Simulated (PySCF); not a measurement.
## Dipole response of Br⁺ (bromine, charge +1)

[Ar] 3d10 4s2 4p4, high-spin 3P determinant. All numbers are calculated (PySCF 2.14, scalar relativity by spin-free X2C-1e, in x2c-TZVPPall with one added diffuse shell each of s, p, d type (7s6p5d1f, 57 functions)). Coupled (time-dependent) response in atomic units; α is the mean over directions.

```
 method  mean α (bohr³)         α xx, yy, zz  C₆ (like pair)  S(−4)
    UHF           12.27  11.98, 12.86, 11.98           75.17  30.98
    PBE           12.70  12.27, 13.58, 12.27           78.14  34.89
   PBE0           12.46  12.08, 13.22, 12.08           76.35  32.79
wB97X-V           12.46  12.10, 13.19, 12.10           76.39  32.77
```

S(−4) is the Cauchy moment in α(ω) = α(0) + S(−4) ω² + …

Spin-orbit coupling is absent.

α(iu) at PBE:

| u (hartree) | α(iu) (bohr³) |
| --- | --- |
| 0 | 12.70 |
| 0.0500 | 12.62 |
| 0.100 | 12.37 |
| 0.200 | 11.47 |
| 0.300 | 10.26 |
| 0.500 | 7.788 |
| 0.750 | 5.409 |
| 1.00 | 3.853 |
| 1.50 | 2.177 |
| 2.00 | 1.387 |
| 3.00 | 0.7094 |
| 5.00 | 0.2948 |

For an ion, C₆ is the dispersion term alone; charge-induced terms of lower order in 1/R come first.

The components differ because the open shell of this determinant is not spherical; for a pure term their mean is the scalar polarisability.
